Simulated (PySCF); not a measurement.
The numbers are results of PBE-D3(BJ)/def2-TZVP // PBE0-D3(BJ)/def2-TZVP (PySCF), not measurements. Isolated molecules, 0 K electronic values unless said otherwise. One relaxed conformer stands for a flexible species; it need not be the lowest. Excitations are Tamm–Dancoff values on a coarser integration grid. The basis has no diffuse functions, so Rydberg states are missing or too high.

Reference species (SMILES): `CC[SiH2]C` (C–C–Si–C torsion 180°) (neutral, multiplicity 1).

| Quantity | Value |
|---|---|
| HOMO | -6.94 eV |
| HOMO–LUMO gap | 7.12 eV |
| T1 excitation (TDA) | 6.93 eV |

Changed species: `C[SiH](C)C`.

Question: Give the shifts of the HOMO, HOMO–LUMO gap and T1 excitation (TDA).

Answer: the HOMO drops by 0.28 eV, to -7.22 eV; the HOMO–LUMO gap goes up by 0.43 eV, to 7.55 eV; the T1 excitation (TDA) rises by 0.52 eV, to 7.45 eV.
